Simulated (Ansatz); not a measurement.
Geometry optimisation, RKS PBE0-D4/def2-SVP in Ansatz 0.2.0.

The input (input.yaml):

```yaml
crystal:
  periodic: [false, false, false]
  atoms:
    - { symbol: O, position_ang: [-0.8262, -0.4479, -2.3418] }
    - { symbol: C, position_ang: [-0.4853, -0.5975, -1.0446] }
    - { symbol: S, position_ang: [-0.6333, -2.2491, -0.5515] }
    - { symbol: C, position_ang: [0.0017, 0.4568, -0.2895] }
    - { symbol: Si, position_ang: [0.4395, 0.3799, 1.4859] }
    - { symbol: S, position_ang: [-0.0183, 2.0842, -0.9915] }
    - { symbol: H, position_ang: [-1.1318, -1.2803, -2.6534] }
    - { symbol: H, position_ang: [-0.36456, -0.43336, 0.02618] }
    - { symbol: H, position_ang: [-0.7419, 0.1851, 2.4155] }
    - { symbol: H, position_ang: [1.101, 1.6534, 1.9466] }
    - { symbol: H, position_ang: [1.3876, -0.7261, 1.7456] }
    - { symbol: H, position_ang: [0.4667, 2.7896, 0.0638] }
basis:
  gaussian: { orbitals: def2-SVP }
hamiltonian:
  xc: pbe0
  dispersion: d4
relax:
  f_tol: 0.02
  max_steps: 50
output:
  orbitals: {}
```

Run as:

```bash
$ ansatz run input.yaml --threads 2 --pin off --max-ram 3072MiB --backend cpu --events-out ev --progress --plain --runs-dir out
```

Where does it end, and by what steps?

It converged. After 33 steps the energy has fallen by 5.703 eV; H8 moved furthest, 1.80 Å. Parted: C2–H8.

```
step  energy less start (eV)  largest force component (eV/Å)  accepted
   0                  0.0000                           7.904       yes
   2                 -2.9287                           2.212       yes
   4                 -3.8560                           2.492       yes
   6                 -4.9702                           1.209       yes
   8                 -5.4069                           0.524       yes
  10                 -5.5030                           0.353       yes
  12                 -5.5433                           0.193       yes
  14                 -5.5718                           0.715       yes
  16                 -5.6023                           0.522       yes
  18                 -5.6499                           0.299       yes
  20                 -5.6666                           0.501       yes
  22                 -5.6870                           0.086       yes
  24                 -5.6937                           0.281       yes
  26                 -5.6983                           0.113        no
  28                 -5.7009                           0.231        no
  30                 -5.7022                           0.106       yes
  32                 -5.7031                           0.045       yes
  33                 -5.7034                           0.012       yes
```

```xyz
12
Properties=species:S:1:pos:R:3
O 0.245 -0.662 -1.728
C -0.766 -0.615 -0.868
S -1.904 -1.784 -0.764
C -0.688 0.570 0.034
Si 0.572 0.315 1.453
S -0.325 2.156 -0.799
H 0.137 -1.476 -2.247
H -1.671 0.703 0.508
H 0.373 -1.023 2.086
H 0.353 1.399 2.453
H 1.950 0.404 0.886
H 0.921 1.830 -1.202
```

Whether the end is a true minimum wasn't checked by a vibrational analysis.

Time of the run: 2.7 min on 2 threads of Arm Neoverse V1, on a shared host, peak memory 0.33 GiB.
